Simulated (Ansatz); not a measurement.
Computed with Ansatz on PBE0-D4/def2-TZVP structures; ΔE is electronic, products minus reactants. CCSD(T)/CBS is the MP2 limit (def2-TZVPP, def2-QZVPP) plus CCSD(T) − MP2 in def2-TZVPP, frozen cores. Functionals use def2-TZVPP. Each species was taken in one conformer, which may not be the lowest.

Reaction (isomerisation): `O[SiH2]C[Si](O)(O)O` → `C[SiH](O)O[SiH](O)O`

| species | ωB97X-V energy (Eh) |
| --- | --- |
| `O[SiH2]C[Si](O)(O)O` | -923.01490 |
| `C[SiH](O)O[SiH](O)O` | -923.05697 |

Q: Work out ΔE.

A: ΔE = (-923.05697) − (-923.01490) = -0.04207 Eh = -1.14 eV. CCSD(T)/CBS gives -1.17 eV.

Largest T1 diagnostic among the species: 0.011.

In def2-TZVPP, CCSD(T) changes the Hartree–Fock value by +0.26 eV (the triples alone add +0.04 eV) and MP2 by +0.25 eV. The D4 term adds +0.05 eV with B3LYP and +0.03 eV with PBE0; it sums over pairs of atoms, weighted by their polarisabilities, and B3LYP, whose exchange is more repulsive, gets the larger term.

B3LYP here is the variant with VWN-RPA as its local correlation; programs differ in this.
